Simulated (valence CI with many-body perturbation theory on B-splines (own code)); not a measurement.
Eu XLVIII: electric-dipole lines

Computed by relativistic CI+MBPT: six valence electrons over a frozen Dirac-Fock core [Ne], radial functions for each j: 9 s, 9 p, 8 d, 6 f, 3 g, 1 h, with the one-electron correlation potential Σ1 (screened to all orders), the two-electron term Σ2, the three-electron term Σ3, Breit, model QED; selected single and double excitations, second order for the rest, scaled by the run's own slope (own B-spline code, finite nucleus).

No measured spectrum was set against this ion. As an estimate, large intervals hold to a few tenths of a per cent, small ones and those within an open d or f shell to about a per cent. Among the levels kept, up to 1100 cm⁻¹ of a level comes from second order outside the variational space, and about a tenth of that is noise between levels of different J, which matters for small intervals.

Lines 51 to 100 of 136 in falling wavelength, among levels below 433.43 eV, chosen from the strongest by gf and those to the six lowest levels. Wavelengths and rates use the calculated energies. Electric multipoles are in the length gauge with retardation, E1 and E2 with the static RPA response of the core. Weak lines are less certain than strong ones. Lines between different terms over intervals too small for the method are left out, as are lines whose strength nearly cancels. The highest levels of a list are the least certain.

Levels are named by their leading jj configuration (3d3/2^4 stands for four electrons in 3d with j = 3/2), which in mixed levels can hold well under half, so a name can repeat and another be missing. Letters in brackets count levels of one name in rising energy.

```
λ vac (Å)                               Upper                               Lower   A (s⁻¹)  S (a.u.) with core polarisation  S without
    147.5      (3s^2 3p1/2^2 3p3/2 3d5/2) J=3            (3s^2 3p1/2 3p3/2^3) J=2  9.93e+03                         1.10e-07   1.15e-07
    146.3          (3s^2 3p1/2^2 3d3/2^2) J=0            (3s 3p1/2^2 3p3/2^3) J=1  1.69e+07                         2.61e-05   2.66e-05
    141.7  (3s^2 3p1/2 3p3/2^2 3d5/2) J=1 [b]                  (3s^2 3p3/2^4) J=0  3.34e+07                         1.41e-04   1.44e-04
    141.1      (3s^2 3p1/2^2 3d3/2 3d5/2) J=3  (3s^2 3p1/2 3p3/2^2 3d3/2) J=2 [a]  1.73e+07                         1.67e-04   1.71e-04
    134.3      (3s^2 3p1/2^2 3p3/2 3d5/2) J=1            (3s^2 3p1/2 3p3/2^3) J=2  6.74e+07                         2.42e-04   2.46e-04
    123.4      (3s^2 3p1/2^2 3p3/2 3d5/2) J=1            (3s^2 3p1/2 3p3/2^3) J=1  6.79e+06                         1.89e-05   1.93e-05
    98.45      (3s^2 3p1/2^2 3d3/2 3d5/2) J=3            (3s 3p1/2^2 3p3/2^3) J=2  4.70e+06                         1.55e-05   1.59e-05
    96.79          (3s^2 3p1/2^2 3d3/2^2) J=2      (3s^2 3p1/2^2 3p3/2 3d5/2) J=1  3.69e+05                         8.26e-07   8.25e-07
    90.93          (3s^2 3p1/2^2 3d3/2^2) J=2      (3s^2 3p1/2^2 3p3/2 3d5/2) J=3  2.42e+08                         4.48e-04   4.55e-04
    90.63            (3s 3p1/2^2 3p3/2^3) J=2            (3s^2 3p1/2 3p3/2^3) J=2  7.15e+09                         1.31e-02   1.34e-02
    90.54                  (3s^2 3p3/2^4) J=0      (3s^2 3p1/2^2 3p3/2 3d3/2) J=1  1.73e+07                         6.35e-06   6.46e-06
    85.55            (3s 3p1/2^2 3p3/2^3) J=2            (3s^2 3p1/2 3p3/2^3) J=1  9.99e+09                         1.54e-02   1.57e-02
    84.80          (3s^2 3p1/2^2 3d3/2^2) J=0      (3s^2 3p1/2^2 3p3/2 3d5/2) J=1  5.27e+07                         1.59e-05   1.60e-05
    80.61            (3s 3p1/2^2 3p3/2^3) J=1            (3s^2 3p1/2 3p3/2^3) J=2  1.98e+10                         1.53e-02   1.56e-02
    80.41          (3s^2 3p1/2^2 3d3/2^2) J=2      (3s^2 3p1/2^2 3p3/2 3d5/2) J=2  1.67e+08                         2.14e-04   2.18e-04
    76.56            (3s 3p1/2^2 3p3/2^3) J=1            (3s^2 3p1/2 3p3/2^3) J=1  5.99e+09                         3.98e-03   4.05e-03
    70.91  (3s^2 3p1/2 3p3/2^2 3d3/2) J=2 [a]            (3s^2 3p1/2 3p3/2^3) J=2  8.55e+08                         7.52e-04   7.64e-04
    70.33  (3s^2 3p1/2 3p3/2^2 3d3/2) J=1 [a]            (3s^2 3p1/2 3p3/2^3) J=2  7.61e+09                         3.92e-03   3.98e-03
    69.39      (3s^2 3p1/2^2 3d3/2 3d5/2) J=3      (3s^2 3p1/2^2 3p3/2 3d5/2) J=3  2.70e+09                         3.12e-03   3.16e-03
    68.71      (3s^2 3p1/2^2 3p3/2 3d3/2) J=1          (3s^2 3p1/2^2 3p3/2^2) J=0  2.23e+09                         1.07e-03   1.09e-03
    68.40  (3s^2 3p1/2 3p3/2^2 3d3/2) J=3 [a]            (3s^2 3p1/2 3p3/2^3) J=2  6.56e+08                         7.25e-04   7.38e-04
    67.76  (3s^2 3p1/2 3p3/2^2 3d3/2) J=2 [a]            (3s^2 3p1/2 3p3/2^3) J=1  6.13e+07                         4.70e-05   4.79e-05
    67.47      (3s^2 3p1/2 3p3/2^2 3d3/2) J=0            (3s^2 3p1/2 3p3/2^3) J=1  5.59e+09                         8.47e-04   8.60e-04
    67.23  (3s^2 3p1/2 3p3/2^2 3d3/2) J=1 [a]            (3s^2 3p1/2 3p3/2^3) J=1  1.99e+08                         8.93e-05   9.02e-05
    65.16      (3s^2 3p1/2^2 3p3/2 3d3/2) J=2          (3s^2 3p1/2^2 3p3/2^2) J=2  4.56e+09                         3.11e-03   3.16e-03
    64.97          (3s^2 3p1/2^2 3d3/2^2) J=2      (3s^2 3p1/2^2 3p3/2 3d3/2) J=3  3.72e+09                         2.52e-03   2.56e-03
    64.65          (3s^2 3p1/2^2 3d3/2^2) J=2      (3s^2 3p1/2^2 3p3/2 3d3/2) J=1  6.14e+09                         4.09e-03   4.15e-03
    63.16      (3s^2 3p1/2^2 3p3/2 3d3/2) J=1          (3s^2 3p1/2^2 3p3/2^2) J=2  7.00e+09                         2.61e-03   2.65e-03
    63.09      (3s^2 3p1/2^2 3d3/2 3d5/2) J=3      (3s^2 3p1/2^2 3p3/2 3d5/2) J=2  4.10e+09                         3.55e-03   3.61e-03
    62.86      (3s^2 3p1/2^2 3p3/2 3d3/2) J=3          (3s^2 3p1/2^2 3p3/2^2) J=2  1.76e+08                         1.51e-04   1.54e-04
    62.68          (3s^2 3p1/2^2 3d3/2^2) J=2      (3s^2 3p1/2^2 3p3/2 3d3/2) J=2  4.29e+09                         2.61e-03   2.64e-03
    62.36  (3s^2 3p1/2 3p3/2^2 3d3/2) J=2 [b]            (3s^2 3p1/2 3p3/2^3) J=2  7.90e+08                         4.73e-04   4.81e-04
    62.29      (3s^2 3p1/2^2 3d3/2 3d5/2) J=3      (3s^2 3p1/2^2 3p3/2 3d5/2) J=4  2.28e+09                         1.91e-03   1.93e-03
    59.91  (3s^2 3p1/2 3p3/2^2 3d3/2) J=2 [b]            (3s^2 3p1/2 3p3/2^3) J=1  3.48e+07                         1.85e-05   1.88e-05
    59.09  (3s^2 3p1/2 3p3/2^2 3d3/2) J=3 [b]            (3s^2 3p1/2 3p3/2^3) J=2  6.54e+07                         4.66e-05   4.75e-05
    59.07          (3s^2 3p1/2^2 3d3/2^2) J=0      (3s^2 3p1/2^2 3p3/2 3d3/2) J=1  1.98e+10                         2.02e-03   2.05e-03
    57.94  (3s^2 3p1/2 3p3/2^2 3d5/2) J=3 [a]            (3s^2 3p1/2 3p3/2^3) J=2  5.64e+08                         3.79e-04   3.84e-04
    57.49  (3s^2 3p1/2 3p3/2^2 3d3/2) J=2 [c]            (3s^2 3p1/2 3p3/2^3) J=2  1.88e+09                         8.80e-04   8.97e-04
    56.86  (3s^2 3p1/2 3p3/2^2 3d3/2) J=1 [b]            (3s^2 3p1/2 3p3/2^3) J=2  5.36e+08                         1.46e-04   1.49e-04
    55.40  (3s^2 3p1/2 3p3/2^2 3d3/2) J=2 [c]            (3s^2 3p1/2 3p3/2^3) J=1  2.46e+09                         1.03e-03   1.05e-03
    55.37  (3s^2 3p1/2 3p3/2^2 3d5/2) J=1 [a]            (3s^2 3p1/2 3p3/2^3) J=2  9.65e+09                         2.43e-03   2.46e-03
    54.81  (3s^2 3p1/2 3p3/2^2 3d3/2) J=1 [b]            (3s^2 3p1/2 3p3/2^3) J=1  8.14e+08                         1.99e-04   2.00e-04
    53.78  (3s^2 3p1/2 3p3/2^2 3d3/2) J=1 [c]            (3s^2 3p1/2 3p3/2^3) J=2  6.50e+09                         1.50e-03   1.52e-03
    53.43  (3s^2 3p1/2 3p3/2^2 3d5/2) J=1 [a]            (3s^2 3p1/2 3p3/2^3) J=1  8.62e+09                         1.95e-03   1.97e-03
    53.21      (3s^2 3p1/2 3p3/2^2 3d5/2) J=0            (3s^2 3p1/2 3p3/2^3) J=1  1.80e+10                         1.34e-03   1.36e-03
    53.18      (3s^2 3p1/2^2 3d3/2 3d5/2) J=3      (3s^2 3p1/2^2 3p3/2 3d3/2) J=3  1.06e+10                         5.50e-03   5.58e-03
    53.01      (3s^2 3p1/2^2 3p3/2 3d5/2) J=2          (3s^2 3p1/2^2 3p3/2^2) J=2  4.08e+10                         1.50e-02   1.52e-02
    51.94  (3s^2 3p1/2 3p3/2^2 3d3/2) J=1 [c]            (3s^2 3p1/2 3p3/2^3) J=1  2.29e+09                         4.76e-04   4.84e-04
    51.63      (3s^2 3p1/2^2 3d3/2 3d5/2) J=3      (3s^2 3p1/2^2 3p3/2 3d3/2) J=2  7.06e+10                         3.36e-02   3.41e-02
    51.54  (3s^2 3p1/2 3p3/2^2 3d5/2) J=2 [a]            (3s^2 3p1/2 3p3/2^3) J=2  2.25e+09                         7.61e-04   7.72e-04
```
